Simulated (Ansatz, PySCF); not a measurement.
Species: GeF$_{3}$ (charge 0, doublet). It need not be the lowest isomer of its formula. SMILES: [F][Ge]([F])[F]
Geometry from a B3LYP-D3(BJ)/def2-TZVP (Ansatz, a first-principles code) optimisation:
```
Ge
F 1 1.7346
F 1 1.7346 2 106.47
F 1 1.7346 2 106.47 3 -113.30
```
Charge 0, spin multiplicity 2.

Wanted: vertical ionisation energy (to the singlet state of charge +1; each state is the SCF solution reached for its spin; the molecule has degenerate orbitals, so one determinant may break the symmetry), in eV. Valence correlation only, unless marked. Open shells are spin-unrestricted. No spin-orbit coupling. Frozen are the shells of the preceding noble gas and the d and f shells that filled before the atom's block. No relativistic terms. CBS(X,Y): correlation extrapolated as X^-3; Hartree-Fock from the larger set. The bracket is a focal-point correction in the basis named.

| level | program | vertical ionisation energy (eV) | minus last row |
|---|---|---|---|
| HF/aug-cc-pVDZ | Ansatz | 11.75 | 0.41 |
| HF/aug-cc-pVTZ | Ansatz | 11.66 | 0.32 |
| HF/aug-cc-pVQZ | Ansatz | 11.64 | 0.30 |
| SVWN5/def2-TZVPD | Ansatz | 11.33 | -0.01 |
| PBE/def2-TZVPD | Ansatz | 11.11 | -0.23 |
| r2SCAN/def2-TZVPD | Ansatz | 11.43 | 0.09 |
| B3LYP/def2-TZVPD | Ansatz | 11.51 | 0.17 |
| PBE0/def2-TZVPD | Ansatz | 11.49 | 0.15 |
| BHLYP/def2-TZVPD | Ansatz | 11.77 | 0.43 |
| CAM-B3LYP/def2-TZVPD | Ansatz | 11.69 | 0.35 |
| wB97M-V/def2-TZVPD | Ansatz | 11.46 | 0.12 |
| wB97X-V/def2-TZVPD | Ansatz | 11.46 | 0.12 |
| B2PLYP/def2-TZVPD | Ansatz | 11.34 | 0.00 |
| MP2/aug-cc-pVDZ | Ansatz | 11.25 | -0.09 |
| RI-MP2/aug-cc-pVTZ | Ansatz | 11.25 | -0.09 |
| RI-MP2/aug-cc-pVQZ | Ansatz | 11.27 | -0.07 |
| RI-MP2/CBS(aug-cc-pVTZ,aug-cc-pVQZ) | Ansatz | 11.30 | -0.04 |
| SCS-MP2/aug-cc-pVDZ | Ansatz | 11.21 | -0.13 |
| CCSD/aug-cc-pVDZ | Ansatz | 11.41 | 0.07 |
| CCSD(T)/aug-cc-pVDZ | Ansatz | 11.29 | -0.05 |
| RI-MP2/CBS(aug-cc-pVTZ,aug-cc-pVQZ)+[CCSD(T)-MP2]/aug-cc-pVDZ | Ansatz | 11.34 | 0.00 |

For comparison, minus the highest occupied orbital energy (PySCF): 12.52 eV at HF/def2-TZVPD, 10.25 eV at CAM-B3LYP/def2-TZVPD, 8.11 eV at TPSSh/def2-TZVPD.
